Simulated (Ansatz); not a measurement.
Relaxation of AlH6NO2 (10 atoms, charge 0, multiplicity 1), to a largest force component of 0.03 eV/Å in at most 50 steps.

All numbers below come from Ansatz, RKS PBE-D4/def2-SVP.

```xyz
10
Properties=species:S:1:pos:R:3
Al 0.028 -0.393 0.137
H -0.202 -0.329 1.688
O 1.654 -0.504 -0.396
H 1.881 -0.561 -1.338
O -1.229 -0.396 -1.038
H -2.172 -0.395 -0.815
N 0.035 2.490 1.303
H 0.957 2.494 0.845
H -0.676 2.600 0.567
H -0.092 1.540 1.723
```

Q: Where does it end, and by what steps?

A: It converged. The force dipped under the threshold on the way, but the program's further checks kept it going. After 25 steps the energy has fallen by 1.183 eV; O5 moved furthest, 0.78 Å. Joined: Al1–N7 (3.11 → 2.03 Å).

```csv
step,energy less start (eV),largest force component (eV/Å),accepted
0,0.0000,0.720,yes
1,-0.0799,0.971,yes
2,-0.1467,1.306,yes
3,-0.2530,1.230,yes
4,-0.3214,0.869,yes
5,-0.3822,0.873,yes
6,-0.6183,1.352,yes
7,-0.9218,2.191,yes
8,-1.0663,1.179,yes
9,-1.0770,0.983,yes
10,-1.1500,0.308,yes
11,-1.1613,0.122,yes
12,-1.1726,0.105,yes
13,-1.1762,0.075,yes
14,-1.1778,0.103,yes
15,-1.1672,0.406,no
16,-1.1800,0.050,yes
17,-1.1814,0.032,yes
18,-1.1783,0.282,no
19,-1.1818,0.026,yes
20,-1.1821,0.054,yes
21,-1.1814,0.234,no
22,-1.1825,0.011,yes
23,-1.1826,0.105,yes
24,-1.1827,0.036,yes
25,-1.1829,0.008,yes
```

```xyz
10
Properties=species:S:1:pos:R:3
Al -0.030 -0.058 0.298
H -0.159 -1.007 1.595
O 1.532 0.050 -0.493
H 1.961 -0.720 -0.895
O -1.476 0.232 -0.651
H -2.005 -0.493 -1.014
N 0.073 1.876 0.915
H 0.960 2.242 0.538
H -0.710 2.365 0.457
H 0.037 2.061 1.925
```

Whether the end is a true minimum wasn't checked by a vibrational analysis.

Time of the run: 40 s on 2 threads of Arm Neoverse V1 (shared host), peak memory 0.12 GiB.
